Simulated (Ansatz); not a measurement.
Molecule: sum formula Si₂H₄Cl, charge 0, multiplicity 2. It need not be the lowest isomer of its formula. SMILES: [SiH2][SiH2]Cl
Geometry from a B3LYP-D3(BJ)/def2-TZVP (Ansatz, a first-principles code) optimisation:
```xyz
7

Si    -1.8714    -0.3051    -0.1831
Si     0.3830    -0.7022     0.2553
Cl     1.4370     1.0385    -0.1541
H     -2.7134    -1.5227    -0.0529
H     -2.4422     0.8042     0.6205
H      0.8978    -1.7741    -0.6243
H      0.6672    -1.0591     1.6650
```
Charge 0, spin multiplicity 2.

Wanted: atomisation energy (electronic, to ground-state atoms); the coupled-cluster value holds the core correlation from cc-pwCVTZ, in eV. Correlated levels leave the core frozen unless marked. Open shells are spin-unrestricted. Spin-orbit coupling is left out. No relativistic terms. CBS marks a two-point X^-3 extrapolation of the correlation energy; Hartree-Fock from the larger set.

Level to compare with: CCSD(T)/CBS(aug-cc-pV(T+d)Z,aug-cc-pV(Q+d)Z) plus the core term (Ansatz), 19.87 eV. It is a level with limits of its own, and the differences hold the functionals' basis error too.

Question: Rank these functionals by how close they come to CCSD(T)/CBS(aug-cc-pV(T+d)Z,aug-cc-pV(Q+d)Z), closest first: B3LYP/def2-TZVPD (Ansatz); wB97X-V/def2-TZVPD (Ansatz); LC-wPBE/def2-TZVPD (Ansatz).

Answer: wB97X-V/def2-TZVPD (range-separated hybrid with VV10, 20.01 eV, difference 0.14), LC-wPBE/def2-TZVPD (range-separated hybrid, 19.53 eV, difference -0.34), B3LYP/def2-TZVPD (global hybrid, 19.44 eV, difference -0.43)
